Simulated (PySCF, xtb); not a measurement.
(E)-3-methoxyprop-2-en-1-amine (C₄H₉NO), SMILES CO/C=C/CN.

GFN2-xTB run with xtb at its own geometry gives an orbital gap of 4.71 eV and a dipole moment of 2.08 D.

Coordinates come from a PBE0-D3(BJ)/def2-SVP optimisation. One conformer was computed; it need not be the lowest.

What does ωB97X/def2-TZVP (PySCF) give? (The exact figures need the calculation; the answer reports its results.)

gap 11.61 eV (levels -8.70 and 2.90 eV), dipole 2.09 D.
